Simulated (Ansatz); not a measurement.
The cluster Cu₂F, relaxed as a doublet with UKS r2SCAN-D4/def2-TZVP in Ansatz, starting from the GFN2-xTB geometry. Force threshold 0.02 eV/Å.

Another isomer (doublet) lies 0.17 eV lower at PBE0-D4/def2-TZVP; other spin states weren't run for this one.

Start:

```xyz
3

Cu    0.111   -0.077   -0.153
Cu   -1.155    0.803    1.585
F     1.044   -0.726   -1.433
```

| step | energy (eV) | largest force component (eV/Å) | SCF passes |
| --- | --- | --- | --- |
| 1 | -91997.9753 | 0.971 | 133 |
| 2 | -91997.9905 | 0.571 | 34 |
| 3 | -91997.9978 | 0.029 | 32 |
| 4 | -91997.9979 | 0.001 | 25 |
| 5 | -91997.9988 | 0.030 | 37 |
| 6 | -91998.0097 | 0.137 | 47 |
| 7 | -91998.0600 | 0.283 | 48 |
| 8 | -91998.0653 | 0.612 | 41 |
| 9 | -91998.0883 | 0.036 | 29 |
| 10 | -91998.0884 | 0.003 | 31 |

Force components are those of the run's own axes.

End:

```xyz
3

Cu   -0.309   -0.259   -0.362
Cu   -0.884    0.824    1.560
F     1.193   -0.565   -1.197
```

By distances, no bond broke or formed. The bond that changes most is Cu1–Cu2, from 2.32 to 2.28 Å (atoms count from 1).

The force fell under the threshold at step 4, but the optimiser went on and released 0.090 eV more. No frequencies were taken in this run, so the end may be a saddle point.

It took 35 s on 4 threads of Arm Neoverse V1 on a shared host.
